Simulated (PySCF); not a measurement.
Isomers of CH3BN2. Gas-phase values, no solvent. One relaxed conformer stands for each flexible species; it need not be the lowest. Strings in code marks are SMILES.

The dipole moment from two functionals at the same geometries (r2SCAN-D4/def2-TZVP), both in PySCF: PBE-D3(BJ)/def2-TZVP and r2SCAN-D4/def2-TZVP. 

```json
[
 {"species": "`N#CNB`", "r2SCAN-D4/def2-TZVP (D)": "3.75"},
 {"species": "`N=C=BN`", "r2SCAN-D4/def2-TZVP (D)": "3.64"},
 {"species": "`N#CBN`", "r2SCAN-D4/def2-TZVP (D)": "4.70"},
 {"species": "`BN=C=N`", "r2SCAN-D4/def2-TZVP (D)": "1.61"}
]
```

Q: What does PBE-D3(BJ)/def2-TZVP give for each?

A: 
- `N#CNB`: 3.58
- `N=C=BN`: 3.59
- `N#CBN`: 4.68
- `BN=C=N`: 1.63
Over these rows, drawn at random from the members with no instability flagged (it was tested for open shells, ions and some series alone), PBE minus r2SCAN-D4: mean -0.06 D, from -0.17 D to +0.02 D.
